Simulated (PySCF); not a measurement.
**CH5BO3**

The system: CH5BO3, a small molecule; neutral, singlet. The structure, one conformer, was relaxed in the gas phase by PBE0-D3(BJ)/def2-SVP. No frequency run checks that it is a minimum.

SMILES: COB(O)O

Coordinates in Å:
```
O1      0.754   -1.376    0.064
B2      0.862   -0.023   -0.053
O3      2.090    0.558   -0.184
O4     -0.250    0.762   -0.037
C5     -1.528    0.198    0.089
H6      1.619   -1.797    0.048
H7      2.014    1.514   -0.253
H8     -1.574   -0.535    0.912
H9     -2.246    1.005    0.293
H10    -1.836   -0.316   -0.838
```

Shieldings: GIAO PBE0/pcSseg-2. Shifts are against computed references at the same level: C TMS (σ 184.1 ppm), H TMS (σ 31.24 ppm). Core levels by delta-SCF with SCAN, pcX-2 on the ionised atom and pcseg-1 elsewhere, spin-free X2C; from the vacuum level, for chosen atoms.

(1) Give the NMR and core-level values of the distinct atoms.

(2) Which of O1, O3, O4 holds its core electrons tightest, and by how much against the loosest?

(3) By CAM-B3LYP/def2-SVPD (TDDFT singlets, Tamm-Dancoff triplets, ionisation by delta-SCF), where does absorption start, and what does vertical ionisation take?

Results:

(1) 
```tsv
atoms	bonded to	σ (ppm)	δ (ppm)	core level (eV)
O1	1 B + 1 H	253.5	-	1s 539.20
B2	3 O	80.9	-	1s 198.06
O3	1 B + 1 H	250.4	-	1s 539.12
O4	1 B + 1 C	273.5	-	1s 538.66
C5	1 O + 3 H	130.4	53.7	1s 292.40
H6	1 O	28.36	2.88	-
H7	1 O	28.55	2.69	-
H8 H9 H10	1 C	27.70	3.54	-
```

Values are those of this one static structure, with the three H of a rotating XH3 group averaged; atoms that internal rotation interchanges would show their mean in an NMR spectrum.

(2) O1 (bonded to 1 B + 1 H), by 0.54 eV over O4 (bonded to 1 B + 1 C).

(3) The lowest singlet lies at 7.57 eV (f 0.008), the strongest of the first 6 at 9.24 eV (f 0.065), the lowest triplet at 7.42 eV; vertical ionisation takes 11.07 eV.

The 3 runs behind this took 110 s in all, one thread each of Arm Neoverse V2 on a shared host, launched as `OMP_NUM_THREADS=1 python cluster_run.py task.json out`.
